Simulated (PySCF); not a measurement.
## Bonding in `FC(F)c1ccsc1[S-]`

Species: C5H3F2S2 (charge -1).
Numbering: `[F:1][CH:2]([F:3])[c:4]1[cH:5][cH:6][s:7][c:8]1[S-:9]` (hydrogens: H10 on C2; H11 on C5; H12 on C6)

Geometry (GFN2-xTB, Å), atoms numbered from 1 in this order:
```xyz
12
C5H3F2S2 angstrom
F     -2.0439   -0.8495    1.1798
C     -1.6127   -0.3878   -0.0455
F     -1.8414   -1.4617   -0.8793
C     -0.2057    0.0503   -0.0373
C      0.8887   -0.7721    0.3152
C      2.0821   -0.1397    0.2443
S      1.9062    1.5136   -0.2649
C      0.1429    1.3467   -0.3891
S     -0.8604    2.5968   -0.8601
H     -2.2878    0.4233   -0.3529
H      0.7702   -1.8021    0.6100
H      3.0629   -0.5187    0.4536
```

Bond orders from the PBE0/pcSseg-1 density (PySCF). Isolated species at its GFN2-xTB geometry (one conformer only). The pcSseg-1 basis has no diffuse functions, a weakness for an anion.

Task: How far do the computed orders between heavy atoms stray from the drawn ones?

Result: The largest departure is 0.432, at S7–C8 (drawn aromatic, 1.068), counting aromatic bonds as 1.5. Drawn single, order above 1.12: C8–S9 (1.397). The bonds drawn aromatic range from 1.07 to 1.60. The SMILES, with its formal charges, is one Lewis structure only.

Task: Give the Mayer order of every bond, beside its length.

Result: 
```tsv
bond	drawn as	length (Å)	Mayer order
F1–C2	single	1.379	0.917
C2–F3	single	1.379	0.917
C2–C4	single	1.474	1.078
C4–C5	aromatic	1.414	1.222
C5–C6	aromatic	1.352	1.599
C6–S7	aromatic	1.739	1.083
S7–C8	aromatic	1.775	1.068
C8–S9	single	1.671	1.397
C8–C4	aromatic	1.388	1.347
C2–H10	single	1.099	0.936
C5–H11	single	1.078	0.975
C6–H12	single	1.072	0.961
```

Bonds between the same two heavy elements. C–F: all 2 within 0.02 of one another (0.917 to 0.917). C–C: lowest C2–C4 (1.078, 1.474 Å), highest C5–C6 (1.599, 1.352 Å). C–S: lowest S7–C8 (1.068, 1.775 Å), highest C8–S9 (1.397, 1.671 Å).

Task: Sum the orders of all bonds at each heavy atom with more than one neighbour and set the sums beside the valence in the SMILES.

Result: C2 3.848 (drawn 4), C4 3.647 (drawn 4), C5 3.796 (drawn 4), C6 3.643 (drawn 4), S7 2.151 (drawn 2), C8 3.812 (drawn 4). Orders between atoms that aren't bonded are not in these sums.

For a closed shell the Mayer order of atoms A and B is Σ (PS)μν (PS)νμ over the basis functions μ on A and ν on B, with P the density and S the overlap matrix.
